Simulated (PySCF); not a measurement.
**An excited-state table with gaps**

C6H10O2.
SMILES: `CC(O/C(=C\C)C)=O`

Theory: TDDFT PBE0/def2-SVPD, vertical, gas phase, core orbitals frozen in the response (PySCF). Geometry: GFN2-xTB, one conformer, isolated molecule. Torsions of this conformer, `[CH3:1]/[CH:2]=[C:3](/[CH3:4])[O:5][C:6]([CH3:7])=[O:8]`: C2–C3–O5–C6 121°, C3–O5–C6–C7 178°.

Orbital energies (eV): HOMO-3 -10.12, HOMO-2 -9.17, HOMO-1 -8.15, HOMO -7.00, LUMO -0.03, LUMO+1 0.57, LUMO+2 0.84.

Lowest singlets, with some entries withheld (?).

```json
{"state": "S1", "ν̃ (cm⁻¹)": "?", "f": "?", "main configurations (H = HOMO, L = LUMO)": "?"}
{"state": "S2", "ν̃ (cm⁻¹)": "50040", "f": "0.055", "main configurations (H = HOMO, L = LUMO)": "H-1→L (49%), H→L (41%)"}
{"state": "S3", "ν̃ (cm⁻¹)": "?", "f": "?", "main configurations (H = HOMO, L = LUMO)": "?"}
{"state": "S4", "ν̃ (cm⁻¹)": "57740", "f": "0.012", "main configurations (H = HOMO, L = LUMO)": "H→L+3 (83%)"}
{"state": "S5", "ν̃ (cm⁻¹)": "58230", "f": "0.285", "main configurations (H = HOMO, L = LUMO)": "H→L+2 (67%), H→L+4 (10%)"}
{"state": "S6", "ν̃ (cm⁻¹)": "59150", "f": "0.060", "main configurations (H = HOMO, L = LUMO)": "H→L+4 (85%)"}
```

(1) Fill in the withheld entries.

(2) Where do the lowest triplets lie (Tamm–Dancoff)?

(3) How far apart are S3 and S6, in eV and cm⁻¹?

(4) What is the mean static polarisability from the same response equations?

## Answers

(1) 
- S1: ν̃ = 45710 cm⁻¹; f = 0.031; H→L (50%), H-1→L (40%)
- S3: ν̃ = 52320 cm⁻¹; f = 0.0002; H→L+1 (92%)

(2) T1 4.31 eV, H→L (49%), H→L+2 (44%); T2 5.25 eV, H-1→L (70%), H→L (10%), H→L+2 (9%). E(S1) − E(T1) = +1.36 eV.

(3) 7.333 − 6.487 = 0.846 eV, or about 6830 cm⁻¹.

(4) 80.9 au (11.99 Å³), with principal values 64.7, 80.7 and 97.4 au.
